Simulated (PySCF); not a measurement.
Vertical excitations of a molecule C5H6S from TDA-PBE/def2-SVPD in PySCF, as energy in eV (oscillator strength): 5.54 (0.056), 5.56 (0.001), 5.85 (0.001), 5.95 (0.006), 6.03 (0.081), 6.26 (0.001), 6.29 (0.000), 6.61 (0.008), 6.76 (0.008), 6.96 (0.003). Lowest triplet (TDA): 3.85 eV. The structure is a stationary point at PBE0-D3(BJ)/def2-SVP. One conformer was computed; it need not be the lowest.

**Question.** Which molecule gave these data?
(A) C1=CSC=CC1
(B) C#C[C@H]1CCS1
(C) C#C[C@H]1C[C@H]1S
(D) Cc1ccsc1

**Answer.** D, Cc1ccsc1
